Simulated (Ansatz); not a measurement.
Calculated with Ansatz (gas phase, PBE0-D4/def2-TZVP geometries, no zero-point term in ΔE). CCSD(T)/CBS is the MP2 limit (def2-TZVPP, def2-QZVPP) plus CCSD(T) − MP2 in def2-TZVPP, frozen cores. Functionals use def2-TZVPP. B3LYP here is the variant with VWN-RPA as its local correlation; programs differ in this. For Ge outer-core shells are correlated without core-valence functions, which leaves a few kJ/mol of doubt a bond. Scalar relativity is left out up to krypton. One conformer a species, not always the lowest.

`O[Si](O)(Cl)[SiH](Cl)Cl` + `[CH3][GeH]([NH2])[F]` → `O[SiH](O)[SiH](Cl)Cl` + `[CH3][Ge]([NH2])([F])[Cl]`  (redistribution)

| level | ΔE (kJ/mol) | difference from CCSD(T)/CBS |
| --- | --- | --- |
| PBE-D4 | 27.5 | -2.3 |
| r2SCAN-D4 | 28.2 | -1.6 |
| PBE0-D4 | 28.3 | -1.5 |
| B3LYP-D4 | 27.7 | -2.1 |
| ωB97X-V | 27.1 | -2.7 |
| ωB97M-V | 29.1 | -0.7 |
| B2PLYP | 25.2 | -4.6 |
| PBE | 25.3 | -4.5 |
| r2SCAN | 27.6 | -2.2 |
| PBE0 | 26.2 | -3.6 |
| B3LYP | 23.9 | -5.9 |
| HF/def2-TZVPP | 20.7 | -9.1 |
| MP2/def2-TZVPP | 27.5 | -2.3 |
| SCS-MP2/def2-TZVPP | 25.0 | -4.8 |
| CCSD/def2-TZVPP | 25.0 | -4.8 |
| CCSD(T)/def2-TZVPP | 25.1 | -4.7 |
| HF/def2-QZVPP | 21.3 | -8.5 |
| MP2/def2-QZVPP | 30.4 | 0.6 |
| SCS-MP2/def2-QZVPP | 27.7 | -2.1 |
| HF/CBS(def2) | 21.4 | -8.4 |
| MP2/CBS(def2) | 32.2 | 2.4 |
| CCSD/CBS(def2) | 29.6 | -0.2 |
| CCSD(T)/CBS | 29.8 | 0 |

Largest T1 diagnostic among the species: 0.011.

The D4 term adds +3.7 kJ/mol with B3LYP and +2.1 kJ/mol with PBE0; it sums over pairs of atoms, weighted by their polarisabilities, and B3LYP, whose exchange is more repulsive, gets the larger term. In def2-TZVPP, CCSD(T) changes the Hartree–Fock value by +4.4 kJ/mol (the triples alone add +0.1 kJ/mol) and MP2 by +6.8 kJ/mol.
